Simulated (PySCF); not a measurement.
molecular hydrogen (H2), SMILES [H][H]. The structure is a stationary point at B3LYP-D3(BJ)/def2-TZVPD.

TDA-LC-ωPBE/def2-TZVPD in PySCF 2.14.0 puts the lowest singlet excitations at 12.63, 13.71, 13.71, 15.64, 17.22, 17.22 eV.

What are the lowest excitation roots from ADC(2)/aug-cc-pVDZ (PySCF)? (The exact figures need the calculation; the answer reports its results.)

12.66, 13.10, 15.79, 15.79, 16.21, 20.18 eV. S1 differs by 0.03 eV (second minus first; roots are paired by order, and the bases may differ).
